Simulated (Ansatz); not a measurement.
Ansatz (a program for electronic structure) input for Sn(Cl)(Br)(OH)2 (BrClH₂O₂Sn), SMILES [OH][Sn]([OH])([Cl])[Br], PBE/def2-SVPD. Coordinates come from a PBE0-D3(BJ)/def2-SVP optimisation. The structure was generated by enumeration; whether it is a known compound was not checked. The def2 effective core potentials stand for the cores of Sn; spin–orbit coupling is left out. Other conformers were not sampled.

Ansatz 0.2 input:
```yaml
crystal:
  periodic: [false, false, false]
  atoms:
    - {symbol: O, position_ang: [-1.02660438, -1.69601736, 1.07435640]}
    - {symbol: Sn, position_ang: [0.20329637, -0.43003206, 0.22930334]}
    - {symbol: O, position_ang: [1.57078440, -1.51984919, -0.66540468]}
    - {symbol: Cl, position_ang: [1.25356637, 0.93221941, 1.80515371]}
    - {symbol: Br, position_ang: [-1.07455864, 0.99739970, -1.30844746]}
    - {symbol: H, position_ang: [-0.57004546, -2.52274345, 1.28120379]}
    - {symbol: H, position_ang: [2.35071053, -1.00544106, -0.90993676]}
basis:
  gaussian:
    orbitals: def2-SVPD
hamiltonian:
  xc: {name: PBE}
```

Output:

```
WARN ansatz: RAYON_NUM_THREADS=1 ignored (pool sized by the plan → 1); use --threads N
Functional definition: PBE
integrals: 0.13 GiB planned
1566 factors; their error is unknown
mean field: 0.68 GiB planned
mean field evaluation 1: about -92481.2994 eV, gradient 8.8e1 eV
mean field evaluation 2: about -92321.2078 eV, gradient 2.4e2 eV
mean field evaluation 4: about -92493.7406 eV, gradient 2.6e1 eV
mean field evaluation 8: about -92495.4894 eV, gradient 3.1e-1 eV
mean field evaluation 16: about -92495.4433 eV, gradient 1.5e-3 eV
mean field -92495.44329316 eV, -3399.1448453605 hartree, gradient 6.7e-5 eV, S^2 0.000000; 0 other end points of the search recorded, 0 dependent functions left out
reference -92495.44334992 eV, -3399.1448474463 hartree; 46, 46 occupied and 116, 116 virtual orbitals, 1566 factors
Total energy: -92495.44334992 eV, -3399.1448474463 hartree
```

The run converged.

Cost: roughly 6 core-seconds.
